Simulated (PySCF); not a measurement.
The same groups moved round the core (silole hydroxy). All species are isolated molecules in the gas phase. One relaxed conformer stands for each flexible species; it need not be the lowest. Strings in code marks are SMILES.

The T1 excitation (TDA) from two functionals at the same geometries (PBE0-D4/def2-TZVP), both in PySCF: PBE-D3(BJ)/def2-TZVP and B3LYP-D3(BJ)/def2-TZVP. B3LYP has the VWN-RPA correlation part, as in Gaussian. Excitations are Tamm–Dancoff values on a coarser integration grid. The basis has no diffuse functions, so Rydberg states are missing or too high.

```csv
species,B3LYP-D3(BJ)/def2-TZVP (eV)
`C1=C(O)[SiH2]C=C1` (H–O–C–Si torsion 0°),2.45
`OC1=C[SiH2]C=C1` (H–O–C–C torsion 0°),2.83
`[SiH]1(C=CC=C1)O` (H–O–Si–C torsion 54°),2.58
```

What does PBE-D3(BJ)/def2-TZVP give for each?


- `C1=C(O)[SiH2]C=C1` (H–O–C–Si torsion 0°): 2.42
- `OC1=C[SiH2]C=C1` (H–O–C–C torsion 0°): 2.76
- `[SiH]1(C=CC=C1)O` (H–O–Si–C torsion 54°): 2.57
Over these rows, drawn at random from the members with no instability flagged (it was tested for open shells, ions and some series alone), PBE minus B3LYP-D3(BJ): mean -0.04 eV, from -0.07 eV to -0.02 eV.
